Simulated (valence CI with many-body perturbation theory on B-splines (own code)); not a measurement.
## Au⁶⁶⁺: key properties

Level of theory: relativistic CI+MBPT: three valence electrons over a frozen Dirac-Fock core [Ne], radial functions for each j: 11 s, 11 p, 10 d, 8 f, 5 g, 2 h, with the one-electron correlation potential Σ1 (screened to all orders), the two-electron term Σ2, the three-electron term Σ3, Breit, model QED; selected single and double excitations, second order for the rest, scaled by the run's own slope (own B-spline code, finite nucleus).

The last digits are not significant, and no measured levels were compared; by estimate large intervals hold to a few tenths of a per cent, small ones and those within an open d or f shell to about a per cent.

Levels are named by their leading jj configuration (3d3/2^4 stands for four electrons in 3d with j = 3/2), which in mixed levels can hold well under half, so a name can repeat and another be missing.

Rates and lifetimes use the calculated energies. Strong lines usually hold to 10 to 20 %, long lifetimes can be off by a factor of two.

(1) What is the ground level?

(2) What is the ionisation energy?

(3) How well does LS coupling describe the low levels?

(4) Among levels below 3858.2 eV, which E1 lines absorb most strongly from the ground level?

(5) Where does the other parity begin?

## Answers

(1) (3s^2 3p1/2) J=1/2, composition 100 % 3s²3p ²P°, g = 0.644.

(2) 7910.8 eV; NIST lists 7910 ± 40 eV (theoretical).

(3) Among the lowest 20 levels the leading LS term, summed over configurations, holds 60 % on average. For single configurations the figures are 58 % in LS and 92 % in jj coupling. Terms mix most in the J = 3/2 level at 937.2 eV, where the leading one holds 32 %.

(4) to (3s^2 3d3/2) J=3/2 at 1.647 nm, f = 0.527; to (3s 3p1/2 3p3/2) J=1/2 at 1.761 nm, f = 0.226; to (3s 3p1/2 4p1/2) J=3/2 at 0.3261 nm, f = 0.206.

(5) At (3s 3p1/2^2) J=1/2, 186.7 eV.
